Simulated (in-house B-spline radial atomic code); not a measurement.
Successive ionisation energies of samarium; each step leads to the configuration of the next row (after the last: [Ar] 3d8). NIST's values go from ground level to ground level; the uncertainty of those that are theory runs from under 0.1 % in few-electron ions to several per cent in heavy many-electron ones. Computed with an all-electron radial atomic-structure program (B-spline basis): non-relativistic Hartree-Fock, average of the configuration, point nuclei.

This level leaves out relativity, spin-orbit splitting included, which matters for heavy ions.

```json
{"ion": "Sm19+", "configuration": "[Kr] 4d7", "ionisation energy (eV)": "586.3", "tabulated value (eV)": "581", "tabulated kind": "tabulated theory", "computed minus tabulated (eV)": "5.3", "highest orbital": "4d", "largest mean radius (bohr)": "0.60022"}
{"ion": "Sm20+", "configuration": "[Kr] 4d6", "ionisation energy (eV)": "623.6", "tabulated value (eV)": "617", "tabulated kind": "tabulated theory", "computed minus tabulated (eV)": "6.6", "highest orbital": "4d", "largest mean radius (bohr)": "0.59333"}
{"ion": "Sm21+", "configuration": "[Kr] 4d5", "ionisation energy (eV)": "661.6", "tabulated value (eV)": "658", "tabulated kind": "tabulated theory", "computed minus tabulated (eV)": "3.6", "highest orbital": "4d", "largest mean radius (bohr)": "0.58664"}
{"ion": "Sm22+", "configuration": "[Kr] 4d4", "ionisation energy (eV)": "700.2", "tabulated value (eV)": "702", "tabulated kind": "tabulated theory", "computed minus tabulated (eV)": "-1.8", "highest orbital": "4d", "largest mean radius (bohr)": "0.58014"}
{"ion": "Sm23+", "configuration": "[Kr] 4d3", "ionisation energy (eV)": "739.5", "tabulated value (eV)": "742", "tabulated kind": "tabulated theory", "computed minus tabulated (eV)": "-2.5", "highest orbital": "4d", "largest mean radius (bohr)": "0.57382"}
{"ion": "Sm24+", "configuration": "[Kr] 4d2", "ionisation energy (eV)": "779.4", "tabulated value (eV)": "782", "tabulated kind": "tabulated theory", "computed minus tabulated (eV)": "-2.6", "highest orbital": "4d", "largest mean radius (bohr)": "0.56766"}
{"ion": "Sm25+", "configuration": "[Kr] 4d1", "ionisation energy (eV)": "819.9", "tabulated value (eV)": "822", "tabulated kind": "tabulated theory", "computed minus tabulated (eV)": "-2.1", "highest orbital": "4d", "largest mean radius (bohr)": "0.56212"}
{"ion": "Sm26+", "configuration": "[Ar] 3d10 4s2 4p6", "ionisation energy (eV)": "971.0", "tabulated value (eV)": "976", "tabulated kind": "tabulated theory", "computed minus tabulated (eV)": "-5.0", "highest orbital": "4p", "largest mean radius (bohr)": "0.55791"}
{"ion": "Sm27+", "configuration": "[Ar] 3d10 4s2 4p5", "ionisation energy (eV)": "1011.9", "tabulated value (eV)": "1016", "tabulated kind": "tabulated theory", "computed minus tabulated (eV)": "-4.1", "highest orbital": "4p", "largest mean radius (bohr)": "0.55337"}
{"ion": "Sm28+", "configuration": "[Ar] 3d10 4s2 4p4", "ionisation energy (eV)": "1053.2", "tabulated value (eV)": "1060", "tabulated kind": "tabulated theory", "computed minus tabulated (eV)": "-6.8", "highest orbital": "4p", "largest mean radius (bohr)": "0.54925"}
{"ion": "Sm29+", "configuration": "[Ar] 3d10 4s2 4p3", "ionisation energy (eV)": "1095.1", "tabulated value (eV)": "1103", "tabulated kind": "tabulated theory", "computed minus tabulated (eV)": "-7.9", "highest orbital": "4p", "largest mean radius (bohr)": "0.54521"}
{"ion": "Sm30+", "configuration": "[Ar] 3d10 4s2 4p2", "ionisation energy (eV)": "1137.4", "tabulated value (eV)": "1180", "tabulated kind": "tabulated theory", "computed minus tabulated (eV)": "-42.6", "highest orbital": "4p", "largest mean radius (bohr)": "0.54124"}
{"ion": "Sm31+", "configuration": "[Ar] 3d10 4s2 4p1", "ionisation energy (eV)": "1180.1", "tabulated value (eV)": "1226", "tabulated kind": "tabulated theory", "computed minus tabulated (eV)": "-45.9", "highest orbital": "4p", "largest mean radius (bohr)": "0.53793"}
{"ion": "Sm32+", "configuration": "[Ar] 3d10 4s2", "ionisation energy (eV)": "1278.7", "tabulated value (eV)": "1332", "tabulated kind": "tabulated theory", "computed minus tabulated (eV)": "-53.3", "highest orbital": "4s", "largest mean radius (bohr)": "0.53481"}
{"ion": "Sm33+", "configuration": "[Ar] 3d10 4s1", "ionisation energy (eV)": "1324.1", "tabulated value (eV)": "1381.56", "tabulated kind": "semi-empirical", "computed minus tabulated (eV)": "-57.4", "highest orbital": "4s", "largest mean radius (bohr)": "0.53108"}
{"ion": "Sm34+", "configuration": "[Ar] 3d10", "ionisation energy (eV)": "2385.8", "tabulated value (eV)": "2371", "tabulated kind": "tabulated theory", "computed minus tabulated (eV)": "14.8", "highest orbital": "3d", "largest mean radius (bohr)": "0.26428"}
{"ion": "Sm35+", "configuration": "[Ar] 3d9", "ionisation energy (eV)": "2485.7", "tabulated value (eV)": "2466", "tabulated kind": "tabulated theory", "computed minus tabulated (eV)": "19.7", "highest orbital": "3d", "largest mean radius (bohr)": "0.26266"}
```

(1) Where is the largest jump?

## Answers

(1) From Sm33+ to Sm34+, by a factor of 1.80 (1324.1 to 2385.8 eV); the highest orbital goes from 4s to 3d.
